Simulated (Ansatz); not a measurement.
selenium dioxide anion (O2Se), SMILES O=[Se]=O (connectivity only; charge and spin as stated), charge -1, multiplicity 2.

Coordinates come from a TPSSh-D3(BJ)/def2-SVPD optimisation. The multiplicity is an assumed one; other spin states were not compared.

Two levels are set side by side: PBE/def2-TZVPD (Ansatz, a first-principles code) and CAM-B3LYP/def2-TZVPD (Ansatz). Energy differences of separate SCF runs at the same geometry; the states with an electron removed or added have multiplicity 1. Differences are taken from unrounded values.

```
quantity                         CAM-B3LYP   PBE  PBE minus CAM-B3LYP
-------------------------------  ---------  ----  -------------------
vertical ionisation energy (eV)       2.55  2.01                -0.54
```
